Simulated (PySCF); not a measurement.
## Dipole moment and polarisability of `N#C[C@H](F)OC1C=C1`

Compound: C5H4FNO.
Cartesian coordinates in Å at the GFN2-xTB level; atoms count from 1:
```xyz
12
C5H4FNO angstrom
N     -3.6022   -0.7750   -0.7286
C     -2.5631   -0.6392   -0.2794
C     -1.2309   -0.4807    0.3040
F     -1.2869    0.5097    1.2787
O     -0.3370   -0.1560   -0.6768
C      1.0284   -0.2158   -0.2706
C      1.6125    0.9082    0.5154
C      1.9308    0.8601   -0.7475
H     -0.9581   -1.4067    0.8529
H      1.3541   -1.2462   -0.1373
H      1.6361    1.3824    1.4650
H      2.4176    1.2586   -1.6019
```

Level: PBE0/def2-SVPD (PySCF), static field, nuclei fixed, core orbitals frozen in the response. The polarisability tensor in these axes (au):

```
x   77.78  9.82  1.42
y    9.82 54.64  1.55
z    1.42  1.55 58.62
```

Question: Diagonalise the tensor; give its mean and Δα, where Δα² is half the sum of the squared differences of the eigenvalues.

Answer: Principal values 50.91, 58.59 and 81.55 au; mean 63.68 au = 9.44 Å³ = 10.50 × 10⁻⁴⁰ C²·m²/J; Δα = 27.61 au (43 % of the mean).

Question: What is the dipole moment, and where does it point?

Answer: (4.71, -0.30, 1.16) D, 4.86 D in size, pointing from the negative to the positive side. Measured along this direction, the outermost atoms are N1 at the negative end and H12 and H11 at the positive end.

Question: Find the Langevin capture rate constant for NH4+ (18.034 u) meeting this molecule (113.028 u), k = 2.342 × 10⁻⁹ cm³/s × √(α in Å³ / reduced mass in u).

Answer: The reduced mass is 15.55 u, so k = 1.82 × 10⁻⁹ cm³/s. The formula leaves out the permanent dipole, which adds to the capture rate.

Question: Refractivity n − 1 of an ideal gas of it at 400 K and 1 atm, from the electronic α?

Answer: N = p/kT = 1.8347 × 10¹⁹ cm⁻³, so n − 1 = 2π × N × 9.44 × 10⁻²⁴ cm³ = 1088 × 10⁻⁶ at long wavelengths.

Question: Rayleigh depolarisation ratio (linearly polarised light, static tensor)?

Answer: ρ = 3Δα²/(45ᾱ² + 4Δα²) = 2286.4/(182493 + 3048.6) = 0.0123.

Question: Estimate the molar refractivity from the static electronic polarisability.

Answer: Lorentz–Lorenz: R = (4π/3)N_A α = 2.5225 cm³/(mol·Å³) × 9.44 Å³ = 23.8 cm³/mol, in the limit of long wavelengths.

One conformer (not necessarily the lowest) at the GFN2-xTB geometry, without solvent, vibrations or thermal averaging.
